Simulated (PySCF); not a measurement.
SMILES o1c(ccc1)-c1sccc1C, GFN2-xTB optimised geometry.

```
19

C     -1.58    -2.19     0.00
C     -0.12    -1.85     0.00
C      0.90    -2.83     0.00
C      2.15    -2.29     0.00
S      2.12    -0.57     0.00
C      0.38    -0.57     0.00
C     -0.32     0.68     0.00
C      0.17     1.96     0.01
C     -0.95     2.81     0.00
C     -2.04     2.00    -0.01
O     -1.67     0.70    -0.01
H     -1.71    -3.27     0.01
H     -2.07    -1.77    -0.88
H     -2.07    -1.76     0.88
H      0.71    -3.88     0.00
H      3.10    -2.80     0.00
H      1.20     2.25     0.01
H     -0.95     3.88     0.01
H     -3.10     2.20    -0.01
```

Density from B3LYP/def2-SVP (PySCF) at that geometry.

Minimum of the electron density along straight lines between bonded atoms, close to the bond critical point (lines longer than 1.1 times the sum of covalent radii, or with two minima, are not listed):

| bond | length / Å | ρ at the minimum / e bohr⁻³ | ∇²ρ there / e bohr⁻⁵ | position (fraction from the first atom) |
|---|---|---|---|---|
| C1–C2 | 1.492 | 0.258 | -0.61 | 0.49 |
| C2–C3 | 1.415 | 0.298 | -0.73 | 0.50 |
| C3–C4 | 1.357 | 0.326 | -0.84 | 0.49 |
| C4–S5 | 1.719 | 0.217 | -0.48 | 0.47 |
| C2–C6 | 1.376 | 0.315 | -0.78 | 0.49 |
| S5–C6 | 1.740 | 0.209 | -0.44 | 0.53 |
| C6–C7 | 1.433 | 0.288 | -0.72 | 0.49 |
| C7–C8 | 1.375 | 0.321 | -0.81 | 0.52 |
| C8–C9 | 1.411 | 0.295 | -0.71 | 0.50 |
| C9–C10 | 1.361 | 0.328 | -0.85 | 0.48 |
| C7–O11 | 1.354 | 0.285 | -0.05 | 0.33 |
| C10–O11 | 1.344 | 0.288 | 0.08 | 0.33 |
| C1–H12 | 1.087 | 0.278 | -1.02 | 0.62 |
| C1–H13 | 1.089 | 0.277 | -1.02 | 0.63 |
| C1–H14 | 1.089 | 0.277 | -1.02 | 0.63 |
| C3–H15 | 1.076 | 0.284 | -1.09 | 0.63 |
| C4–H16 | 1.072 | 0.286 | -1.12 | 0.64 |
| C8–H17 | 1.071 | 0.286 | -1.11 | 0.63 |
| C9–H18 | 1.071 | 0.286 | -1.11 | 0.63 |
| C10–H19 | 1.072 | 0.291 | -1.17 | 0.65 |
